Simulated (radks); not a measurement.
The numbers below are computed, except where a source is named.
Question: All-electron atom: Nd7+ in [Kr] 4d10 4f2 5s2 5p3 (the NIST ground configuration). Code: a radial shooting solver on a logarithmic mesh with Libxc functionals. Model: non-relativistic Kohn-Sham, LDA (Slater exchange, Perdew-Wang correlation), spin-unpolarised, spherical densities, point nucleus; relativity is left out, which matters for an element this heavy. Some entries of the table are withheld. Estimate them.

orbital,occ.,eigenvalue (eV),<r> (bohr),<r^2> (bohr^2)
1s,2,-41185.65,0.02532,0.0008569
2s,2,-6543.835,(1),0.01373
2p,6,-6210.013,0.09184,0.01024
3s,2,-1498.612,0.2819,0.09056
3p,6,-1352.451,0.2716,0.08529
3d,10,-1079.215,0.2426,0.06916
4s,2,-375.0096,0.6357,0.4553
4p,6,-319.3565,0.6519,(2)
4d,10,-220.7885,0.6921,0.5533
5s,2,-121.8035,1.395,2.167
5p,3,-104.1106,1.496,2.497
4f,2,-102.7518,0.8245,0.8246

Answer: 
(1) 2s <r> (bohr): 0.1082
(2) 4p <r^2> (bohr^2): 0.4824
